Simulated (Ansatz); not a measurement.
`N[SiH2][SiH2]F` + HCl → `F[SiH2][SiH2]Cl` + NH₃  (ligand exchange at the Si–N bond)

Gas-phase electronic energies from Ansatz, PBE0-D4/def2-TZVP geometries. CCSD(T)/CBS adds triple-zeta CCSD(T) − MP2 to the extrapolated MP2 energy (def2 sets, frozen cores). This one scheme is used for every species. Functionals use def2-TZVPP. Each species was taken in one conformer, which may not be the lowest.

`N[SiH2][SiH2]F`:

Z-matrix (Å, degrees):
```
Si
Si 1 2.346
N 1 1.722 2 107.7
H 1 1.489 2 109.2 3 117.5
H 1 1.496 2 108.9 3 -126.5
F 2 1.612 1 108.6 3 52.8
H 2 1.487 1 112.3 3 -65.6
H 2 1.488 1 112.1 3 171.6
H 3 1.008 1 119.2 2 -48.4
H 3 1.008 1 120.0 2 169.3
```

HCl:

Z-matrix (Å, degrees):
```
Cl
H 1 1.279
```

`F[SiH2][SiH2]Cl`:

```xyz
8

F     0.692    2.197   -0.463
Si    0.445    0.963    0.534
Si   -0.431   -0.864   -0.644
Cl   -0.680   -2.341    0.777
H     1.744    0.598    1.154
H    -0.507    1.399    1.586
H     0.491   -1.374   -1.689
H    -1.754   -0.578   -1.254
```

NH₃:

Z-matrix (Å, degrees):
```
N
H 1 1.013
H 1 1.013 2 107.1
H 1 1.013 2 107.1 3 -114.5
```

(1) Is it downhill or uphill in electronic energy at CCSD(T)/CBS, and by how much? (An estimate is asked.)

(2) What do these levels give: ωB97X-V, ωB97M-V, PBE, r2SCAN, PBE0, CCSD(T)/def2-TZVPP? (Estimate.)

Largest T1 diagnostic among the species: 0.011.

Answers

(1) Computed: Downhill: ΔE = -0.55 eV.

(2) The calculation gave: ωB97X-V -0.54, ωB97M-V -0.54, PBE -0.57, r2SCAN -0.57, PBE0 -0.57, CCSD(T)/def2-TZVPP -0.51 eV.
